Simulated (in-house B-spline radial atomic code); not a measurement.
Atomic self-consistent-field run: the hafnium ion Hf⁺ (an excited or competing configuration). Computed with a radial B-spline atomic code at the basis-set limit: Dirac-Hartree-Fock, average of configuration, Fermi nucleus of rms radius 5.347 fm.

Command:
```bash
python run_scf.py task.json out
```
Settings (nuclear radius in fm, mass in u):
```
Z                72
configuration    [Xe] 4f14 5d1 5g1 6s1
hamiltonian      dirac
method           hf
spin_polarised   False
nucleus          fermi
rms_radius       5.347
atomic_mass      179.94656
speed_of_light   137.035999084
```

Output (hartree, bohr):
```
 radial grid: 90 intervals, B-splines of order 8, outer radius 102 bohr

 iter        energy (Eh)    residual
    1      -15087.090665    6.04e-01
    2      -15087.539272    1.54e-01
    3      -15088.097352    4.36e-02
    4      -15088.124370    6.81e-03
    5      -15088.124348    7.44e-03
    6      -15088.125557    7.54e-04
    7      -15088.125566    1.48e-04
    8      -15088.125567    5.01e-05
    9      -15088.125567    1.20e-06
   10      -15088.125567    4.29e-07

 total energy                    -15088.12557
 kinetic                           16867.4915
 electron-nucleus                 -37541.1954
 electron-electron                  5585.5783

 first-order corrections (not in the total)
   Gaunt                            17.4622
   retardation                      -1.8475
   frequency dependence             -0.2897
   self-energy                      12.6115
   Uehling                          -2.2961
   Wichmann-Kroll                    0.0875
   recoil                            0.0286

 orbital      occ     eigenvalue          <r>       <r^2>       <1/r>       r_max    small
 1s1/2      2.000     -2416.9941    0.0189867  0.00049504      83.775      0.0119  7.33e-02
 2s1/2      2.000      -418.6923    0.0797163  0.00757439     20.3235      0.0682  1.66e-02
 2p1/2      2.000      -399.0011    0.0662019  0.00544601     20.2479     0.05098  1.66e-02
 2p3/2      4.000      -355.1060    0.0738869  0.00664723     17.2186     0.05757  1.51e-02
 3s1/2      2.000       -98.0136      0.20765   0.0494414     7.47078       0.192  5.44e-03
 3p1/2      2.000       -89.3143     0.197888   0.0456313     7.37225      0.1803  5.37e-03
 3p3/2      4.000       -79.7534     0.212072   0.0522092     6.59654      0.1938  4.94e-03
 3d3/2      4.000       -65.2321     0.186373   0.0408241      6.4684      0.1525  4.80e-03
 3d5/2      6.000       -63.1682     0.190763   0.0426399     6.28267      0.1562  4.68e-03
 4s1/2      2.000       -21.3264     0.468701    0.248071     3.10407       0.438  1.74e-03
 4p1/2      2.000       -17.7201      0.47602    0.258005     2.99051      0.4393  1.65e-03
 4p3/2      4.000       -15.5121     0.507058    0.292556      2.7349      0.4672  1.50e-03
 4d3/2      4.000        -9.5763     0.529829     0.32586     2.50889      0.4671  1.30e-03
 4d5/2      6.000        -9.1634     0.541197    0.339828     2.44356      0.4765  1.26e-03
 5s1/2      2.000        -3.5232      1.14996     1.48638     1.15578       1.027  3.48e-04
 5p1/2      2.000        -2.3834      1.27065     1.82883     1.03518       1.108  2.86e-04
 5p3/2      4.000        -2.0769      1.36981     2.12539    0.946503        1.19  2.47e-04
 4f5/2      6.000        -1.7579     0.653238    0.540178     1.95342      0.4555  8.55e-04
 4f7/2      8.000        -1.6864     0.664474    0.560188     1.92342      0.4612  8.34e-04
 5d3/2      0.400        -0.7907      1.99808     4.65692    0.640415       1.593  1.15e-04
 5d5/2      0.600        -0.7742      2.04614     4.87564    0.622971       1.637  1.09e-04
 5g7/2      0.444        -0.0800      13.7312     205.748   0.0801525       12.48  2.14e-06
 5g9/2      0.556        -0.0800      13.7311     205.745   0.0801534       12.48  2.14e-06
 6s1/2      1.000        -0.6937      3.05688     10.4248    0.410098       2.736  5.13e-05
```

Cost of the run: 4.4 s on 1 thread of Arm Neoverse V2 (shared host).

For the Dirac Hamiltonian the kinetic term is c α·p + (β - 1)c².
